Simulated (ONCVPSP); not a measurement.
**An all-electron radial function and its pseudo partner (Pb)**

Columns: radius, all-electron u(r) and pseudo u(r) of the 5d shell (level -21.18 eV) of lead in the configuration [Kr] 4d10 4f14 5s2 5p6 5d10 6s2 6p2; PBE, scalar-relativistic, ONCV scheme, ONCVPSP 4.0.1.

```json
{"r (bohr)": "0.090", "all-electron": "0.3298", "pseudo": "0.0025"}
{"r (bohr)": "0.180", "all-electron": "0.0178", "pseudo": "0.0196"}
{"r (bohr)": "0.270", "all-electron": "-0.4136", "pseudo": "0.0635"}
{"r (bohr)": "0.360", "all-electron": "-0.4747", "pseudo": "0.1423"}
{"r (bohr)": "0.450", "all-electron": "-0.2567", "pseudo": "0.2565"}
{"r (bohr)": "0.540", "all-electron": "0.0629", "pseudo": "0.3986"}
{"r (bohr)": "0.630", "all-electron": "0.3724", "pseudo": "0.5533"}
{"r (bohr)": "0.720", "all-electron": "0.6229", "pseudo": "0.7021"}
{"r (bohr)": "0.810", "all-electron": "0.8014", "pseudo": "0.8274"}
{"r (bohr)": "0.900", "all-electron": "0.9131", "pseudo": "0.9176"}
{"r (bohr)": "0.990", "all-electron": "0.9694", "pseudo": "0.9682"}
{"r (bohr)": "1.080", "all-electron": "0.9835", "pseudo": "0.9824"}
{"r (bohr)": "1.170", "all-electron": "0.9676", "pseudo": "0.9672"}
{"r (bohr)": "1.260", "all-electron": "0.9312", "pseudo": "0.9311"}
{"r (bohr)": "1.350", "all-electron": "0.8819", "pseudo": "0.8818"}
{"r (bohr)": "1.440", "all-electron": "0.8253", "pseudo": "0.8252"}
{"r (bohr)": "1.530", "all-electron": "0.7654", "pseudo": "0.7653"}
{"r (bohr)": "1.620", "all-electron": "0.7049", "pseudo": "0.7048"}
{"r (bohr)": "1.710", "all-electron": "0.6456", "pseudo": "0.6455"}
{"r (bohr)": "1.800", "all-electron": "0.5888", "pseudo": "0.5887"}
{"r (bohr)": "1.890", "all-electron": "0.5351", "pseudo": "0.5350"}
{"r (bohr)": "1.980", "all-electron": "0.4850", "pseudo": "0.4849"}
{"r (bohr)": "2.070", "all-electron": "0.4386", "pseudo": "0.4385"}
{"r (bohr)": "2.160", "all-electron": "0.3959", "pseudo": "0.3958"}
{"r (bohr)": "2.250", "all-electron": "0.3568", "pseudo": "0.3567"}
{"r (bohr)": "2.340", "all-electron": "0.3212", "pseudo": "0.3211"}
```

Task: How many radial nodes do the two functions have?

Result: The all-electron 5d function has n − l − 1 = 2; the pseudo-wave has 0, since the states of the same l below it are removed with the core.

Task: At about which radius was the pseudo-wave matched?

Result: 1.45 bohr. The columns agree to 0.0005 from 1.17 bohr on; several derivatives are matched, so the curves merge somewhat inside the radius.

Task: Is the pseudo-wave norm-conserving?

Result: Yes: the ONCV scheme keeps the norm inside the radius equal to the all-electron one, which fixes the energy derivative of the logarithmic derivative at the level.
